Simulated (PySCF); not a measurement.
BF2Br, SMILES FB(F)Br. Coordinates come from a PBE0-D3(BJ)/def2-SVP optimisation.

Method: PySCF with PBE0-D3(BJ)/def2-SVP.

Harmonic wavenumbers (cm⁻¹): 300, 357, 572, 644, 1241, 1483. Rotational constants (GHz): 10.43, 2.794, 2.204; symmetry number 2.

Task: Work out the zero-point energy and the ideal-gas rigid-rotor harmonic-oscillator thermochemistry at 298.15 K and 1 atm.

Result: ZPE = ½ Σ hcν = ½ × 4596 cm⁻¹ = 27.49 kJ/mol. H − E(el) = 40.31 kJ/mol. Entropy in J/(mol K): translation 169.33, rotation 103.09, vibration 14.58, total 287.00. G − E(el) = -45.25 kJ/mol. Cp = 56.39 J/(mol K).
